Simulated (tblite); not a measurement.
Species: C6H14N (doublet state).
Bonds: C1–C2, C2–C3, C3–N4, N4–C5, C5–C6, C5–C7. Hydrogens: H8, H9 on C1; H10, H11 on C2; H12, H13 on C3; H14 on N4; H15 on C5; H16, H17, H18 on C6; H19, H20, H21 on C7.

Computed with GFN2-xTB (tblite), gas phase: L-BFGS steps from a force-field or distance-geometry start until the largest atomic force falls under 0.01 eV/Å.

Step 0: E = -620.7722 eV
```
atom  x, y, z in Å  |  force x, y, z in eV/Å
C1      3.5239    0.3457   -0.4084   -0.421  -0.293  -0.024
C2      2.2288   -0.3046   -0.8163    1.092   0.341   0.689
C3      1.0564    0.1504    0.0540   -0.493  -0.143  -0.412
N4     -0.1819   -0.5012   -0.4012    0.306  -0.154   1.366
C5     -1.3434   -0.1994    0.4555   -0.167  -0.024  -1.170
C6     -2.4530   -1.1982    0.1006   -0.047  -0.414   0.531
C7     -1.8514    1.2327    0.2356   -0.218   0.358   0.575
H8      4.3094    0.4802   -1.1371   -0.204  -0.013   0.195
H9      3.7591    0.4962    0.6404   -0.152  -0.053  -0.436
H10     2.0363   -0.0827   -1.8574   -0.111   0.022  -0.300
H11     2.3545   -1.3970   -0.7255   -0.220   0.096  -0.007
H12     0.9463    1.2395   -0.0274    0.262   0.182   0.063
H13     1.2402   -0.0894    1.1115   -0.135  -0.116  -0.300
H14    -0.3722   -0.2615   -1.3651   -0.082   0.121  -0.016
H15    -1.0891   -0.3308    1.5072    0.299  -0.052  -0.031
H16    -2.7659   -1.1061   -0.9304    0.055   0.083  -0.177
H17    -3.3271   -1.0300    0.7377    0.163  -0.003  -0.108
H18    -2.1128   -2.2329    0.2682   -0.044   0.467  -0.103
H19    -2.0903    1.4241   -0.8071    0.031  -0.112  -0.052
H20    -2.7578    1.4036    0.8296    0.170  -0.067  -0.165
H21    -1.1188    1.9784    0.5662   -0.082  -0.225  -0.117
```

Step 1: E = -620.8342 eV
```
atom  x, y, z in Å  |  force x, y, z in eV/Å
C1      3.5179    0.3415   -0.4087    0.066  -0.049   0.032
C2      2.2444   -0.2997   -0.8065    0.175   0.137  -0.017
C3      1.0494    0.1484    0.0481   -0.016   0.072   0.018
N4     -0.1775   -0.5034   -0.3817   -0.013  -0.114  -0.043
C5     -1.3458   -0.1997    0.4388   -0.078   0.019   0.011
C6     -2.4537   -1.2041    0.1082   -0.081  -0.008  -0.131
C7     -1.8545    1.2378    0.2438   -0.097   0.074  -0.059
H8      4.3064    0.4800   -1.1343   -0.217  -0.017   0.180
H9      3.7570    0.4954    0.6342   -0.122  -0.025  -0.269
H10     2.0347   -0.0824   -1.8617    0.031  -0.053   0.094
H11     2.3513   -1.3956   -0.7256   -0.173   0.075   0.023
H12     0.9500    1.2421   -0.0265    0.224   0.121   0.031
H13     1.2382   -0.0911    1.1072   -0.125  -0.073  -0.282
H14    -0.3734   -0.2597   -1.3653    0.089  -0.131   0.604
H15    -1.0849   -0.3316    1.5067    0.151   0.007  -0.386
H16    -2.7651   -1.1049   -0.9329    0.077   0.005   0.074
H17    -3.3248   -1.0301    0.7361    0.039   0.020   0.024
H18    -2.1135   -2.2263    0.2667    0.064   0.123  -0.018
H19    -2.0899    1.4225   -0.8079    0.033  -0.066   0.114
H20    -2.7553    1.4026    0.8272   -0.064  -0.024   0.023
H21    -1.1200    1.9752    0.5645    0.037  -0.093  -0.022
```

Step 2: E = -620.8488 eV
```
atom  x, y, z in Å  |  force x, y, z in eV/Å
C1      3.5180    0.3400   -0.4083    0.055  -0.025  -0.004
C2      2.2496   -0.2968   -0.8052   -0.099   0.033  -0.079
C3      1.0480    0.1492    0.0475    0.072   0.098  -0.028
N4     -0.1770   -0.5055   -0.3793    0.006  -0.100   0.055
C5     -1.3474   -0.1995    0.4363   -0.059   0.025   0.056
C6     -2.4551   -1.2052    0.1074   -0.032   0.093  -0.108
C7     -1.8565    1.2397    0.2442   -0.028  -0.035  -0.067
H8      4.3026    0.4797   -1.1311   -0.101   0.006   0.075
H9      3.7547    0.4949    0.6291   -0.078   0.004  -0.078
H10     2.0349   -0.0831   -1.8609    0.056  -0.040   0.100
H11     2.3482   -1.3942   -0.7252   -0.149   0.076   0.030
H12     0.9541    1.2444   -0.0258    0.186   0.090   0.024
H13     1.2360   -0.0924    1.1022   -0.095  -0.078  -0.161
H14    -0.3722   -0.2615   -1.3560    0.051  -0.102   0.351
H15    -1.0818   -0.3316    1.5007    0.129   0.003  -0.300
H16    -2.7638   -1.1047   -0.9322    0.041   0.001   0.013
H17    -3.3238   -1.0298    0.7363    0.007   0.018   0.035
H18    -2.1126   -2.2233    0.2662    0.083   0.031  -0.006
H19    -2.0893    1.4212   -0.8062    0.005  -0.033   0.049
H20    -2.7559    1.4021    0.8272   -0.099  -0.009   0.048
H21    -1.1196    1.9732    0.5639    0.049  -0.058  -0.005
```

Q: Estimate the geometry and energy of step 3. (The exact step hangs on the optimiser's Hessian estimate; all steps are aligned on step 2, rigid shifts and turns removed.)

A: E = -620.8608 eV, largest force 0.240 eV/Å
```
atom  x, y, z in Å  |  force x, y, z in eV/Å
C1      3.5185    0.3379   -0.4083   -0.069  -0.038  -0.020
C2      2.2518   -0.2937   -0.8052   -0.227  -0.055  -0.056
C3      1.0483    0.1521    0.0452    0.070   0.080  -0.014
N4     -0.1758   -0.5098   -0.3728    0.041  -0.027   0.102
C5     -1.3503   -0.1987    0.4338    0.004   0.026   0.035
C6     -2.4568   -1.2039    0.1051    0.029   0.076  -0.017
C7     -1.8588    1.2405    0.2439    0.005  -0.073   0.001
H8      4.2974    0.4797   -1.1269    0.069   0.037  -0.084
H9      3.7510    0.4947    0.6233   -0.029   0.037   0.133
H10     2.0364   -0.0846   -1.8583    0.047  -0.004   0.000
H11     2.3417   -1.3911   -0.7242   -0.120   0.041   0.037
H12     0.9622    1.2486   -0.0246    0.119   0.063   0.008
H13     1.2318   -0.0957    1.0943   -0.025  -0.065   0.000
H14    -0.3703   -0.2650   -1.3414    0.001  -0.080   0.022
H15    -1.0758   -0.3317    1.4889    0.095  -0.010  -0.073
H16    -2.7618   -1.1043   -0.9320   -0.010   0.008  -0.079
H17    -3.3228   -1.0291    0.7371   -0.016   0.016   0.026
H18    -2.1098   -2.2198    0.2655    0.072   0.006  -0.007
H19    -2.0888    1.4194   -0.8042   -0.031   0.003  -0.045
H20    -2.7588    1.4014    0.8282   -0.062  -0.004   0.028
H21    -1.1181    1.9700    0.5632    0.034  -0.037   0.004
```

The energy changes by -0.0120 eV. The first-order estimate −F·Δx gives -0.0199 eV and the mean of the old and new forces, exact on a quadratic surface, -0.0120 eV. The step makes an angle of 24° with the force vector and moves no atom by more than 0.015 Å.

The cost below is that of the whole relaxation. Hardware: an Arm Neoverse V2 with one thread, shared host. Cost: 0.37 s.
